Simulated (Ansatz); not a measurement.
Consider the homolysis of the C–Si bond: `[SiH3]C(Cl)Br` → `Cl[CH]Br`• + `[SiH3]`•.

Computed with Ansatz on PBE0-D4/def2-TZVP structures; ΔE is electronic, products minus reactants. CCSD(T)/CBS adds triple-zeta CCSD(T) − MP2 to the extrapolated MP2 energy (def2 sets, frozen cores). This one scheme is used for every species. Functionals use def2-TZVPP. No spin–orbit coupling; open shells (•) take unrestricted orbitals. For Br outer-core shells are correlated without core-valence functions, which leaves a few kJ/mol of doubt a bond. Scalar relativity is left out up to krypton.

CCSD(T)/CBS gives +358.9 kJ/mol.

Problem. Another level gave +322.8 kJ/mol. Which?
A. PBE0/def2-TZVPP
B. MP2/def2-TZVPP
C. r2SCAN-D4/def2-TZVPP
D. B2PLYP/def2-TZVPP

Solution. A. PBE0 322.8, r2SCAN-D4 316.7, MP2/def2-TZVPP 364.7, B2PLYP 332.4 kJ/mol.

Largest T1 diagnostic among the species: 0.015.

From PBE to PBE0 (25 % exact exchange), in def2-TZVPP and without D4, ΔE moves by +4.7 kJ/mol. The D4 term adds +16.3 kJ/mol with B3LYP and +8.6 kJ/mol with PBE0; it sums over pairs of atoms, weighted by their polarisabilities, and B3LYP, whose exchange is more repulsive, gets the larger term.

B3LYP here is the variant with VWN-RPA as its local correlation; programs differ in this.
